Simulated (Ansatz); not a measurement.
Two structures of GeH5SeF, closed shell, reached by relaxing down either side of one saddle point (PBE0-D4/def2-TZVP). Energies are electronic, without zero-point energy. Computed with Ansatz 0.2.0 (basis: def2-TZVPP and def2-QZVPP); correlated methods freeze the cores. Filled d shells of the heavier atoms are correlated. The def2 sets are not built for correlating such inner shells, so the correlated values are less sure here. Extrapolation: Hartree–Fock as exp(−7.88 √X), correlation as X^−2.97. First:

```
8
angstrom
Ge -0.4947 -0.2449 -1.3259
F 0.2815 -1.4645 -0.3398
H 0.4455 0.9638 -1.3351
H -1.8449 0.0481 -0.6662
H -0.6410 -0.8872 -2.7118
H 0.5348 -0.5048 1.8021
Se 0.2030 0.7656 2.4589
H 1.5158 1.3238 2.1178
```

Second:

| atom | x (Å) | y (Å) | z (Å) |
| --- | --- | --- | --- |
| Ge1 | -0.4989 | 0.6245 | -0.8476 |
| F2 | 0.3586 | -2.5002 | 0.9303 |
| H3 | -0.3532 | 2.0263 | -1.4526 |
| H4 | -1.9666 | 0.1929 | -0.7988 |
| H5 | 0.3722 | -0.3941 | -1.5872 |
| H6 | 0.3587 | -1.6092 | 1.2206 |
| Se7 | 0.1613 | 0.6987 | 1.4334 |
| H8 | 1.5679 | 0.9612 | 1.1019 |

Q: Which bonds change from the first to the second?

A: GeH₃F ([F][GeH3]) + H₂Se → GeH₄Se ([GeH3][SeH]) + HF; bonds formed: Ge1–Se7, F2–H6; bonds broken: Ge1–F2, H6–Se7.

Q: Give the saddle point's structure and its height above each. (To be estimated.)

A: By the calculation: 1.400 eV above the first and 1.601 eV above the second (CCSD(T) at an estimated basis limit (MP2 extrapolated from triple and quadruple zeta, plus CCSD(T) − MP2 in triple zeta)).
Ge1  (-0.427, 0.053, -0.855)
F2  (0.381, -1.529, 0.149)
H3  (0.364, 1.325, -1.181)
H4  (-1.917, 0.212, -0.549)
H5  (-0.250, -0.916, -2.041)
H6  (0.395, -0.925, 1.086)
Se7  (0.045, 0.651, 1.827)
H8  (1.407, 1.131, 1.563)
(Å)

T1 diagnostic: at most 0.012.

Exchanges of this kind with a chalcogen hydride build sulfide and selenide films.

Labels in which every atom is bracketed show which atoms are joined, not bond orders.

For scale, one of the runs: CCSD(T)/def2-TZVPP, 197 basis functions (an equivalent command: `ansatz run in.yaml --threads 4`). Time: 85 s of wall clock on 4 CPU threads; the host was shared. Peak host memory: 2.5 GiB.
